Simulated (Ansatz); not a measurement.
The same path of C2H3OSi (7 atoms, charge -1, multiplicity 1) was run 3 times with different band settings. The coordinate that changes most is the dihedral H5–O1–C2–C4.

All numbers below come from Ansatz 0.2.0, RKS PBE0/def2-SVP.

Relaxed end points:

```xyz
7
Properties=species:S:1:pos:R:3
O -1.431 -0.181 -0.950
C -0.450 -0.574 -0.063
Si 0.311 -1.710 1.005
C 0.695 0.217 0.402
H -1.190 0.723 -1.189
H 0.532 1.079 1.091
H 1.533 0.447 -0.296
```

```xyz
7
Properties=species:S:1:pos:R:3
O -1.211 0.344 -1.031
C -0.367 -0.283 -0.136
Si 0.166 -1.609 0.854
C 0.833 0.291 0.469
H -1.890 -0.313 -1.222
H 0.736 1.101 1.226
H 1.735 0.470 -0.158
```

Common settings: movable images 5; climbing image yes; spring 5.0 eV/Å²; start path IDPP; force threshold 0.05 eV/Å; end points relaxed.

| run | optimiser | iteration limit |
| --- | --- | --- |
| 1 | quadratic models (default) | 60 |
| 2 | quadratic models (default) | 10 |
| 3 | lbfgs | 60 |

(1) What does each run give, and how far can it be trusted?

## Answers

(1) Run 1: converged after 6 iterations, highest image 0.222 eV above the first end. A vibrational analysis at the climbing image gives one clearly imaginary mode, 430i cm⁻¹: a first-order saddle point.
Run 2: converged after 6 iterations, highest image 0.222 eV above the first end. Another band between the same ends (5 images) ends at a top of the same energy, where a vibrational analysis finds 1 clearly imaginary mode.
Run 3: converged after 28 iterations, highest image 0.222 eV above the first end. Another band between the same ends (5 images) ends at a top of the same energy, where a vibrational analysis finds 1 clearly imaginary mode.
Limits of this set-up: an anion without diffuse functions, the dipole of an ion depends on the origin.
